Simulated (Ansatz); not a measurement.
Isolated molecules relaxed with PBE0-D4/def2-TZVP in Ansatz; ΔE leaves out vibrations. CCSD(T)/CBS is the MP2 limit (def2-TZVPP, def2-QZVPP) plus CCSD(T) − MP2 in def2-TZVPP, frozen cores. Functionals use def2-TZVPP. B3LYP here is the variant with VWN-RPA as its local correlation; programs differ in this. HSE06 is defined as in plane-wave codes. For Ga, Se outer-core shells are correlated without core-valence functions, which leaves a few kJ/mol of doubt a bond. Scalar relativity is left out up to krypton. One conformer a species, not always the lowest.

Consider the substitution at a C–Ga bond: `N[CH2][GaH2]` + H₂Se → `NC[SeH]` + `[GaH3]`.

```tsv
level	ΔE (kJ/mol)	difference from CCSD(T)/CBS
revPBE-D4	18.4	-8.7
BLYP-D4	20.3	-6.8
PBE0-D4	21.8	-5.3
r2SCANh-D4	22.3	-4.8
r2SCAN0-D4	22.5	-4.6
HSE06-D4	21.8	-5.3
CAM-B3LYP-D4	23.2	-3.9
PBE	21.5	-5.6
revPBE	21.0	-6.1
BLYP	21.5	-5.6
PBE0	22.0	-5.1
B3LYP	22.0	-5.1
r2SCANh	22.3	-4.8
LC-ωPBE	25.5	-1.6
HF/def2-TZVPP	17.4	-9.7
MP2/def2-QZVPP	24.5	-2.6
CCSD(T)/CBS	27.1	0
```

Largest T1 diagnostic among the species: 0.013.

Leaving LDA and LC-ωPBE aside and taking each functional with its dispersion term where it has one, the values, not all of them listed here, spread over 8.2 kJ/mol, from B97M-V to CAM-B3LYP-D4. In def2-TZVPP, CCSD(T) changes the Hartree–Fock value by +5.5 kJ/mol (the triples alone add −0.6 kJ/mol) and MP2 by +4.9 kJ/mol.

CCSD(T)/CBS has its own doubt, a few kJ/mol and more with outer-core shells, so smaller differences from it don't rank the levels.
